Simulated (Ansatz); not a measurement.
A further run on the cluster Te₅Pb₄.

```yaml
crystal:
  periodic: [false, false, false]
  atoms:
    - {symbol: Pb, position_ang: [1.406541, -2.074128, 1.110362]}
    - {symbol: Pb, position_ang: [-1.948598, 0.081318, 1.833115]}
    - {symbol: Pb, position_ang: [-0.943677, -1.354509, -2.107403]}
    - {symbol: Pb, position_ang: [2.281805, 1.771850, -0.061289]}
    - {symbol: Te, position_ang: [-0.078543, 3.159218, -1.166945]}
    - {symbol: Te, position_ang: [-1.548608, -2.694582, 0.586618]}
    - {symbol: Te, position_ang: [1.964468, -0.813596, -1.624972]}
    - {symbol: Te, position_ang: [0.934434, 0.653202, 2.421299]}
    - {symbol: Te, position_ang: [-2.067822, 1.271216, -0.990795]}
basis:
  gaussian: {orbitals: def2-TZVPP}
hamiltonian: {xc: {name: revPBE}, dispersion: d3bj, pseudopotentials: {relativity: none}}
scf: {lower_state_search: light}
```

```sh
$ ansatz run in.yaml --threads 4 --pin off --events-out ev --progress --plain --max-ram 6963MiB
```

It prints (some lines left out):

```
Functional definition: revPBE
3458 factors; their error is unknown
mean field evaluation 1: about -57485.7544 eV, gradient 2.9e1 eV
mean field evaluation 2: about -57469.2457 eV, gradient 8.2e1 eV
mean field evaluation 4: about -57488.4904 eV, gradient 1.1e1 eV
mean field evaluation 8: about -57488.8812 eV, gradient 2.8e-1 eV
mean field evaluation 16: about -57488.2683 eV, gradient 1.9e-2 eV
mean field -57488.26834146 eV, -2112.6548946010 hartree, gradient 4.0e-5 eV, S^2 0.000000; 0 other end points of the search recorded, 0 dependent functions left out
reference -57488.26840443 eV, -2112.6548969150 hartree; 104, 104 occupied and 346, 346 virtual orbitals, 3458 factors
Total energy: -57490.36658446 eV, -2112.7320036089 hartree
```

Run time 23 s (4 threads of Intel Xeon on a shared host), peak host memory 1.7 GiB.

In the def2 sets Pb, Te take a core potential; there is no spin–orbit coupling.
